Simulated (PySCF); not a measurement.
C3H8N (SMILES [CH2]N(C)C), doublet, geometry from GFN2-xTB; R2SCAN/6-31G (PySCF).

PySCF was given this input:
```python
from pyscf import gto, scf, dft

mol = gto.M(
    atom='''
N     0.001077    0.052527    0.222910
C    -0.001197    1.432479    0.079403
C     1.208708   -0.648419   -0.127111
C    -1.208487   -0.651122   -0.114799
H     0.919958    1.932558    0.313588
H    -0.921034    1.930500    0.322966
H     1.309303   -0.793595   -1.212227
H     1.206468   -1.629783    0.351068
H     2.069969   -0.085681    0.226858
H    -1.319806   -0.796534   -1.198835
H    -2.067353   -0.090307    0.247933
H    -1.199182   -1.632473    0.363322
''',
    basis='6-31g',
    charge=0,
    spin=1,
    verbose=4,
)

mf = dft.UKS(mol)
mf.xc = 'r2scan'
mf.kernel()
mf.analyze()
```

Output, abridged:

```
PySCF version 2.14.0

[INPUT] verbose = 4
[INPUT] num. atoms = 12
[INPUT] num. electrons = 33
[INPUT] charge = 0
[INPUT] spin (= nelec alpha-beta = 2S) = 1
[INPUT] symmetry False subgroup None
[INPUT] Mole.unit = angstrom
[INPUT] Symbol           X                Y                Z      unit          X                Y                Z       unit  Magmom
[...]
nuclear repulsion = 131.017615906298
number of shells = 36
number of NR pGTOs = 120
number of NR cGTOs = 52
basis = 6-31g
ecp = {}

******** <class 'pyscf.dft.uks.UKS'> ********
method = UKS
initial guess = minao
damping factor = 0
level_shift factor = 0
DIIS = <class 'pyscf.scf.diis.CDIIS'>
diis_start_cycle = 1
diis_space = 8
diis_damp = 0
SCF conv_tol = 1e-09
SCF conv_tol_grad = None
SCF max_cycles = 50
direct_scf = True
direct_scf_tol = 1e-13
number electrons alpha = 17  beta = 16
XC library pyscf.dft.libxc version 7.1.2
    S. Lehtola, C. Steigemann, M. J. T. Oliveira, and M. A. L. Marques,  SoftwareX 7, 1–5 (2018)
XC functionals = r2scan
    J. W. Furness, A. D. Kaplan, J. Ning, J. P. Perdew, and J. Sun,  J. Phys. Chem. Lett. 11, 8208–8215 (2020)
    J. W. Furness, A. D. Kaplan, J. Ning, J. P. Perdew, and J. Sun,  J. Phys. Chem. Lett. 11, 9248–9248 (2020)
    J. W. Furness, A. D. Kaplan, J. Ning, J. P. Perdew, and J. Sun,  J. Phys. Chem. Lett. 11, 8208–8215 (2020)
    J. W. Furness, A. D. Kaplan, J. Ning, J. P. Perdew, and J. Sun,  J. Phys. Chem. Lett. 11, 9248–9248 (2020)
radial grids:
    Treutler-Ahlrichs [JCP 102, 346 (1995); DOI:10.1063/1.469408] (M4) radial grids

becke partition: Becke, JCP 88, 2547 (1988); DOI:10.1063/1.454033
pruning grids: <function nwchem_prune>
grids dens level: 3
symmetrized grids: False
atomic radii adjust function: <function treutler_atomic_radii_adjust>
small_rho_cutoff = 0
Set gradient conv threshold to 3.16228e-05
tot grids = 134720
init E= -173.82914367094

cycle= 1 E= -173.611404752296  delta_E= 0.218  |g|= 0.242  |ddm|= 2.15
cycle= 2 E= -173.598864745421  delta_E= 0.0125  |g|= 0.298  |ddm|= 0.644
cycle= 3 E= -173.649375435589  delta_E= -0.0505  |g|= 0.0293  |ddm|= 0.343
cycle= 4 E= -173.649548795274  delta_E= -0.000173  |g|= 0.0264  |ddm|= 0.0523
cycle= 5 E= -173.649877703035  delta_E= -0.000329  |g|= 0.00254  |ddm|= 0.0311
cycle= 6 E= -173.649885808866  delta_E= -8.11e-06  |g|= 0.00103  |ddm|= 0.00793
cycle= 7 E= -173.649886477109  delta_E= -6.68e-07  |g|= 0.000663  |ddm|= 0.00186
cycle= 8 E= -173.649886747044  delta_E= -2.7e-07  |g|= 0.000121  |ddm|= 0.00098
cycle= 9 E= -173.649886758933  delta_E= -1.19e-08  |g|= 3.03e-05  |ddm|= 0.000303
cycle= 10 E= -173.649886759787  delta_E= -8.54e-10  |g|= 5.67e-06  |ddm|= 8.07e-05
Extra cycle  E= -173.6498867598  delta_E= -1.33e-11  |g|= 6.11e-06  |ddm|= 1.32e-05
converged SCF energy = -173.6498867598  <S^2> = 0.7535042  2S+1 = 2.0035011
**** SCF Summaries ****
Total Energy =                        -173.649886759800182
Nuclear Repulsion Energy =             131.017615906298005
One-electron Energy =                 -492.003514465175726
Two-electron Energy =                  187.336011799077539
Two-electron Coulomb Energy =          213.410420714061729
DFT Exchange-Correlation Energy =      -26.074408914984183
**** MO energy ****
                             alpha | beta                alpha | beta
[...]
To work with the spin densities directly, `use mulliken_meta_spin()` only printing them here.

 ** Mulliken spin pop alpha/beta on meta-lowdin orthogonal AOs **
 ** Mulliken Spin Density (per AO)  **
spin_pop of  0 N 1s       -0.00000
spin_pop of  0 N 2s        0.01530
spin_pop of  0 N 3s        0.00093
spin_pop of  0 N 2px       0.00594
spin_pop of  0 N 2py       0.00142
spin_pop of  0 N 2pz       0.19762
spin_pop of  0 N 3px       0.00005
spin_pop of  0 N 3py       0.00030
spin_pop of  0 N 3pz       0.00264
spin_pop of  1 C 1s       -0.00001
spin_pop of  1 C 2s        0.06450
spin_pop of  1 C 3s        0.00161
spin_pop of  1 C 2px       0.01855
spin_pop of  1 C 2py       0.01177
spin_pop of  1 C 2pz       0.67846
spin_pop of  1 C 3px      -0.00032
spin_pop of  1 C 3py       0.00012
spin_pop of  1 C 3pz       0.00904
spin_pop of  2 C 1s        0.00000
spin_pop of  2 C 2s       -0.00121
spin_pop of  2 C 3s        0.00004
spin_pop of  2 C 2px      -0.00330
spin_pop of  2 C 2py      -0.00181
spin_pop of  2 C 2pz      -0.00581
spin_pop of  2 C 3px       0.00001
spin_pop of  2 C 3py       0.00038
spin_pop of  2 C 3pz       0.00025
spin_pop of  3 C 1s        0.00000
spin_pop of  3 C 2s       -0.00121
spin_pop of  3 C 3s        0.00004
spin_pop of  3 C 2px      -0.00333
spin_pop of  3 C 2py      -0.00182
spin_pop of  3 C 2pz      -0.00576
spin_pop of  3 C 3px       0.00001
spin_pop of  3 C 3py       0.00039
spin_pop of  3 C 3pz       0.00025
spin_pop of  4 H 1s       -0.02093
spin_pop of  4 H 2s        0.00026
spin_pop of  5 H 1s       -0.02093
spin_pop of  5 H 2s        0.00026
spin_pop of  6 H 1s        0.02414
spin_pop of  6 H 2s        0.00120
spin_pop of  7 H 1s       -0.00020
spin_pop of  7 H 2s        0.00004
spin_pop of  8 H 1s        0.00300
spin_pop of  8 H 2s       -0.00001
spin_pop of  9 H 1s        0.02414
spin_pop of  9 H 2s        0.00120
spin_pop of  10 H 1s        0.00300
spin_pop of  10 H 2s       -0.00001
spin_pop of  11 H 1s       -0.00020
spin_pop of  11 H 2s        0.00004
 ** Mulliken Spin Density (per atom)  **
spin density of  0 N =      0.22421
spin density of  1 C =      0.78372
spin density of  2 C =     -0.01145
spin density of  3 C =     -0.01145
spin density of  4 H =     -0.02067
spin density of  5 H =     -0.02067
spin density of  6 H =      0.02534
spin density of  7 H =     -0.00016
spin density of  8 H =      0.00298
spin density of  9 H =      0.02534
spin density of  10 H =      0.00298
spin density of  11 H =     -0.00016
 ** Mulliken pop alpha/beta on meta-lowdin orthogonal AOs **
 ** Mulliken pop       alpha | beta **
In total            17.00000 | 16.00000
 ** Mulliken atomic charges   ( Nelec_alpha | Nelec_beta ) **
charge of  0N =     -0.07608  (     3.65014      3.42594 )
charge of  1C =     -0.31715  (     3.55044      2.76672 )
charge of  2C =     -0.24244  (     3.11550      3.12695 )
charge of  3C =     -0.24244  (     3.11550      3.12695 )
charge of  4H =      0.10835  (     0.43549      0.45616 )
charge of  5H =      0.10835  (     0.43549      0.45616 )
charge of  6H =      0.09426  (     0.46554      0.44020 )
charge of  7H =      0.11405  (     0.44289      0.44306 )
charge of  8H =      0.12239  (     0.44030      0.43731 )
charge of  9H =      0.09426  (     0.46554      0.44020 )
charge of  10H =      0.12239  (     0.44029      0.43731 )
charge of  11H =      0.11405  (     0.44289      0.44306 )
Dipole moment(X, Y, Z, Debye):  0.00093, -1.08776, -0.05482
```
